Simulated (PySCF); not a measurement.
C₂Fe, SMILES [Fe]1[C][C]1, multiplicity 5. The structure is a stationary point at PBE-D3(BJ)/def2-TZVP. The multiplicity is an assumed one; other spin states were not compared.

All values below come from PySCF with PBE-D3(BJ)/def2-TZVP.

Harmonic wavenumbers (cm⁻¹): 446, 574, 1655. Rotational constants (GHz): 50.17, 9.559, 8.029; symmetry number 2.

**Question.** Work out the zero-point energy and the ideal-gas rigid-rotor harmonic-oscillator thermochemistry at 298.15 K and 1 atm.

**Answer.** ZPE = ½ Σ hcν = ½ × 2675 cm⁻¹ = 16.00 kJ/mol. H − E(el) = 27.08 kJ/mol. Entropy in J/(mol K): translation 163.38, rotation 86.08, vibration 5.49, spin 13.38, total 268.32. G − E(el) = -52.92 kJ/mol. Cp = 43.72 J/(mol K).
